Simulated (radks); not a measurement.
Results of a calculation; reference values are marked as such.
The silicon ion Si10+ is in [He] 2s2. Level of theory: scalar-relativistic Kohn-Sham, PBE, spin-polarised, spherical densities, finite nucleus; Fermi nuclear charge, rms radius of each element as measured or else 0.836 A^(1/3) + 0.57 fm (a radial shooting solver on a logarithmic mesh with Libxc functionals). Open shells are filled with parallel spins first. One electron is removed from 1s, 2s in turn, with full relaxation. Which removal costs least, and what does each cost?

Answer. 2s 473.91 eV; 1s 2296.2 eV. The 2s electron leaves first.
